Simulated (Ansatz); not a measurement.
Conformers of GaH₃OS₂, SMILES `[OH][Ga]([SH])[SH]`, each relaxed with PBE0-D4/def2-TZVP in Ansatz. CBS adds the triple-zeta coupled-cluster correction to the MP2 limit.

Outer-core shells of Ga are correlated without core-valence functions. Scalar relativity is left out up to krypton. Spin–orbit coupling is left out.

Not all of them had a frequency check.

Conformer A:

Z-matrix (Å, degrees):
```
Ga
S 1 2.195
S 1 2.187 2 123.4
O 1 1.780 2 120.4 3 -180.0
H 2 1.344 1 93.3 3 0.0
H 3 1.345 1 91.9 2 -179.9
H 4 0.960 1 114.5 2 0.0
```

Conformer B:

Z-matrix (Å, degrees):
```
Ga
S 1 2.184
S 1 2.196 2 120.9
O 1 1.782 2 116.0 3 180.0
H 2 1.345 1 91.7 3 -179.8
H 3 1.344 1 93.7 2 -179.7
H 4 0.959 1 114.8 2 -179.8
```

**Question.** Which is lowest in electronic energy at CCSD(T)/CBS (frozen core, def2 sets), and by how much? (An estimate is asked.)

**Answer.** The calculation gave: A; B lies 1.7 kJ/mol higher. Gaps under about 2 kJ/mol don't settle the order.

**Question.** Give the energies relative to A (kJ/mol) with PBE-D4/def2-TZVPP, B3LYP-D4/def2-TZVPP, ωB97M-V/def2-TZVPP, r2SCAN/def2-TZVPP, PBE0/def2-TZVPP, SCS-MP2/def2-TZVPP, CCSD(T)/def2-TZVPP. (Estimate.)

**Answer.** The calculation gave: 
| level | B |
| --- | --- |
| PBE-D4/def2-TZVPP | 1.7 |
| B3LYP-D4/def2-TZVPP | 1.8 |
| ωB97M-V/def2-TZVPP | 1.8 |
| r2SCAN/def2-TZVPP | 1.9 |
| PBE0/def2-TZVPP | 2.0 |
| SCS-MP2/def2-TZVPP | 1.8 |
| CCSD(T)/def2-TZVPP | 1.9 |

B3LYP here is the variant with VWN-RPA as its local correlation; programs differ in this.
